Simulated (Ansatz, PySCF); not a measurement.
Lewis adduct: AlH3 (SMILES [AlH3]) (first 4 atoms) with AsH3 (SMILES [AsH3]); geometry from B3LYP-D3(BJ)/def2-TZVP, rigid monomers moved along the line of their centres of mass till Al1···As5 is 4.80 Å.
(charge 0, multiplicity 1):
```xyz
8

Al     0.2822     0.6255     0.5610
H     -0.5405    -0.2926    -0.4415
H     -0.2475     2.0913     0.8698
H      1.8116     0.2894     0.8303
As    -1.3990    -1.3817     4.5889
H     -0.9339    -0.8817     5.9367
H     -1.1799    -2.8532     4.8529
H     -2.8803    -1.3602     4.8859
```

Monomers are frozen at their geometry in the pair; levels with a basis set take the counterpoise correction. Rows marked so take none.

Frozen-core correlation. Filled d and f shells under p-block atoms count as core. CBS: X⁻³ extrapolation of the correlation energy, Hartree–Fock from the larger set. Rows in 6-31G*, STO-3G carry no dispersion term and start afresh at each structure (6-31G* with six Cartesian d functions); the Pople sets are all-electron and without relativity. MP2/6-31G* freezes PySCF's default core, which leaves 3d correlated.

Programs: Ansatz (an electronic-structure program) with Gaussian orbitals; PySCF for 6-31G* rows, STO-3G rows, the dispersion terms. Each number belongs to the level named beside it.

| level | interaction energy (kJ/mol) |
|---|---|
| HF/STO-3G (no counterpoise) | -5.3 |
| PBE-D4/def2-TZVPPD | -7.6 |
| BP86/6-31G* (no counterpoise) | -5.2 |
| B3LYP/6-31G* (no counterpoise) | ___ |
| M06-2X/6-31G* (no counterpoise) | -7.3 |
| MP2/6-31G* | -7.2 |
| MP2/6-31G* (no counterpoise) | ___ |
| MP2/def2-TZVPPD | -6.9 |
| CCSD(T)/CBS(def2-SVPD, def2-TZVPPD) | -6.8 |

Question: Some entries are withheld; supply them.

Answer: 
- B3LYP/6-31G* (no counterpoise), interaction energy (kJ/mol): -5.8
- MP2/6-31G* (no counterpoise), interaction energy (kJ/mol): -8.0
